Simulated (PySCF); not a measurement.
**Spin-rotation constants: `CC1=C[PH2+]C(C)=C1`, [C6H10P]+, charge +1**

Molfile (atoms numbered from 1):
```
C6H10P
     RDKit          3D

 17 17  0  0  0  0  0  0  0  0999 V2000
    2.6503   -0.1489    0.2083 C   0  0  0  0  0  0  0  0  0  0  0  0
    1.2331    0.2057    0.0065 C   0  0  0  0  0  0  0  0  0  0  0  0
    0.7754    1.4122   -0.4140 C   0  0  0  0  0  0  0  0  0  0  0  0
   -0.9939    1.3421   -0.4979 P   0  0  0  0  0  0  0  0  0  0  0  0
   -1.0891   -0.3800    0.0576 C   0  0  0  0  0  0  0  0  0  0  0  0
   -2.3565   -1.1338    0.2272 C   0  0  0  0  0  0  0  0  0  0  0  0
    0.1782   -0.7834    0.2655 C   0  0  0  0  0  0  0  0  0  0  0  0
    2.8121   -0.4571    1.2416 H   0  0  0  0  0  0  0  0  0  0  0  0
    2.9126   -1.0005   -0.4202 H   0  0  0  0  0  0  0  0  0  0  0  0
    3.3092    0.6822   -0.0233 H   0  0  0  0  0  0  0  0  0  0  0  0
    1.3705    2.2737   -0.6593 H   0  0  0  0  0  0  0  0  0  0  0  0
   -1.5306    1.5379   -1.7494 H   0  0  0  0  0  0  0  0  0  0  0  0
   -1.6548    2.2164    0.3335 H   0  0  0  0  0  0  0  0  0  0  0  0
   -2.1512   -2.1455    0.5677 H   0  0  0  0  0  0  0  0  0  0  0  0
   -3.0039   -0.6463    0.9560 H   0  0  0  0  0  0  0  0  0  0  0  0
   -2.9046   -1.1890   -0.7132 H   0  0  0  0  0  0  0  0  0  0  0  0
    0.4362   -1.7738    0.6034 H   0  0  0  0  0  0  0  0  0  0  0  0
  1  2  1  0
  2  3  2  0
  3  4  1  0
  4  5  1  0
  5  6  1  0
  5  7  2  0
  7  2  1  0
  1  8  1  0
  1  9  1  0
  1 10  1  0
  3 11  1  0
  4 12  1  0
  4 13  1  0
  6 14  1  0
  6 15  1  0
  6 16  1  0
  7 17  1  0
M  CHG  1   4   1
M  END
```

Method: GIAO PBE0/pcSseg-1 magnetisability, rotational g tensor and spin-rotation constants, non-relativistic, gas phase in PySCF 2.14.0. Geometry: GFN2-xTB.

For an ion the centre-of-mass motion in the field is neglected.

(1) Give the nuclear spin-rotation constants along the inertial axes (H = +C I·J) beside the isotropic shieldings.

(2) How do the rotational constants and the g tensor change when H8, H9, H10, H11, H12, H13, H14, H15, H16, H17 are replaced by deuterium?

Results:

(1) Rotational constants 3.6891, 1.7807, 1.2334 GHz. A star marks the isotopologue with that one atom substituted, in its own axes.
```tsv
atom	isotope	Caa (kHz)	Cbb (kHz)	Ccc (kHz)	mean (kHz)	σ (ppm)
P4	31P	4.824	2.441	2.069	3.111	367.9
H8	1H	-0.378	-0.143	-0.050	-0.191	28.9
H9	1H	-0.378	-0.143	-0.051	-0.191	28.9
H10	1H	-0.142	-0.085	-0.161	-0.129	28.7
H11	1H	-0.124	-0.015	-0.174	-0.104	25.9
H12	1H	-0.341	-0.141	-0.030	-0.171	25.4
H13	1H	-0.342	-0.141	-0.030	-0.171	25.4
H14	1H	-0.414	0.044	-0.160	-0.177	28.6
H15	1H	-0.277	-0.199	-0.051	-0.176	29.1
H16	1H	-0.277	-0.199	-0.051	-0.176	29.1
H17	1H	-0.419	0.188	-0.173	-0.135	24.2
C1	13C*	0.498	0.299	0.171	0.322	161.6
C2	13C*	2.054	0.833	0.208	1.032	-2.6
C3	13C*	1.494	0.396	0.185	0.691	88.3
C5	13C*	1.217	0.834	0.206	0.752	47.2
C6	13C*	0.514	0.261	0.155	0.310	168.0
C7	13C*	1.430	0.884	0.226	0.847	25.0
```
For the geometry as given, no vibrational averaging.

(2) Constants 2.9922, 1.4572, 1.0238 GHz; g -0.0102, -0.0079, 0.0124, against -0.0128, -0.0096, 0.0149 before.
